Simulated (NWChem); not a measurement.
System meant: SnH4Se2; SMILES [SeH][SnH2][SeH]

NWChem input:

```
start job
memory heap 200 mb stack 900 mb global 1100 mb
geometry units angstroms noautoz
  Sn     0.000000     0.000000    -0.760641
  Se     2.126237     0.088375     0.677585
  Se    -2.126237    -0.088375     0.677585
  H      0.069668     1.439781    -1.714553
  H     -0.069668    -1.439781    -1.714553
  H      1.782281    -1.202043     1.327178
  H     -1.782281     1.202043     1.327178
end
basis spherical
  * library def2-svp
end
dft
  xc pbe0
  iterations 150
  mulliken
end
task dft energy
```

End of the output:

```
             Grid Information
             ----------------
          Grid used for XC integration:  medium
          Radial quadrature: Mura-Knowles
          Angular quadrature: Lebedev.
          Tag              B.-S. Rad. Rad. Pts. Rad. Cut. Ang. Pts.
          ---              ---------- --------- --------- ---------
          Sn                  1.45      123          10.0       590
          Se                  1.15      112          11.0       590
          H                   0.35       45          11.0       434
          Grid pruning is: on
          Number of quadrature shells:   325
          Spatial weights used:  Erf1

          Convergence Information
          -----------------------
          Convergence aids based upon iterative change in
          total energy or number of iterations.
          Levelshifting, if invoked, occurs when the
          HOMO/LUMO gap drops below (HL_TOL):  1.00D-02
          DIIS, if invoked, will attempt to extrapolate
          using up to (NFOCK): 10 stored Fock matrices.

                    Damping( 0%)  Levelshifting(0.5)       DIIS
                  --------------- ------------------- ---------------
          dE  on:    start            ASAP                start
          dE off:    2 iters        150 iters           150 iters

      Screening Tolerance Information
      -------------------------------
          Density screening/tol_rho:  1.00D-10
          AO Gaussian exp screening on grid/accAOfunc:  14
          CD Gaussian exp screening on grid/accCDfunc:  20
          XC Gaussian exp screening on grid/accXCfunc:  20
          Schwarz screening/accCoul:  1.00D-08

      Superposition of Atomic Density Guess
      -------------------------------------

      charge =      50.0 Sn (Tin)

      symmetry species            s     p     d     f
      number of basis functions =10     7     6
      number of cont. functions = 4     4     2
      number of closed shells   = 5     3     2
      number of open shells     = 0     1     0
      open shell occupation     = 0     2     0
 ------------------------------------------------------------------------
 atomscf:atomd: error in atom scf                   0
 ------------------------------------------------------------------------
 ------------------------------------------------------------------------
  current input line :
    20: task dft energy
 ------------------------------------------------------------------------
 ------------------------------------------------------------------------
 This error has not yet been assigned to a category
 ------------------------------------------------------------------------
 For more information see the NWChem manual at https://nwchemgit.github.io

0:atomscf:atomd: error in atom scf:Received an Error in Communication
```

**Question.** Find the fault in this run and fix the input.

**Answer.** The run crashed. Cause: the def2 basis of a heavy element holds valence functions alone and wants its effective core potential (without it all electrons must fit into that basis). This input runs:
```
start job
memory heap 200 mb stack 900 mb global 1100 mb
geometry units angstroms noautoz
  Sn     0.000000     0.000000    -0.760641
  Se     2.126237     0.088375     0.677585
  Se    -2.126237    -0.088375     0.677585
  H      0.069668     1.439781    -1.714553
  H     -0.069668    -1.439781    -1.714553
  H      1.782281    -1.202043     1.327178
  H     -1.782281     1.202043     1.327178
end
basis spherical
  * library def2-svp
end
ecp
  Sn library def2-ecp
end
dft
  xc pbe0
  iterations 150
  mulliken
end
task dft energy
```
It converges to -5018.69525 Ha (PBE0/def2-SVP with def2 effective core potentials on Sn).
